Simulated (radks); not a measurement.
Values are calculated unless marked as measured or tabulated.
Neutral rhodium, configuration [Kr] 4d8 5s1. Code: a radial shooting solver on a logarithmic mesh with Libxc functionals. Model: scalar-relativistic Kohn-Sham, r2SCAN, spin-polarised, spherical densities, finite nucleus; open shells are filled with parallel spins first (spin-orbit coupling, left out, can overturn this in heavy ions); meta-GGA in the generalised Kohn-Sham scheme; Fermi nuclear charge, rms radius 4.4945 fm. Some entries of the table are withheld. Estimate them.

orbital  occ.  eigenvalue (hartree)  <r> (bohr)
1s up       1             -848.3749     0.03263
1s down     1             -848.3746     0.03263
2s up       1             -123.4840      0.1418
2s down     1             -123.4687      0.1418
2p up       3             -110.5636      0.1237
2p down     3             -110.5522      0.1237
3s up       1             -22.26911      0.3897
3s down     1             -22.26458      0.3897
3p up       3             -17.98550      0.3899
3p down     3             -17.97931      0.3899
3d up       5             -11.15618      0.3704
3d down     5             -11.14394      0.3704
4s up       1              -3.13945      0.9852
4s down     1              -3.07771      0.9829
4p up       3              -1.93353         (1)
4p down     3              -1.86742         (2)
4d up       5                   (3)       1.581
5s up       1              -0.18401       3.199
4d down     3                   (4)       1.590
5s down     0              -0.11195       3.457
5p up       0              -0.02965       4.481

Answer. 
(1) 4p up <r> (bohr): 1.087
(2) 4p down <r> (bohr): 1.083
(3) 4d up eigenvalue (hartree): -0.25029
(4) 4d down eigenvalue (hartree): -0.17755
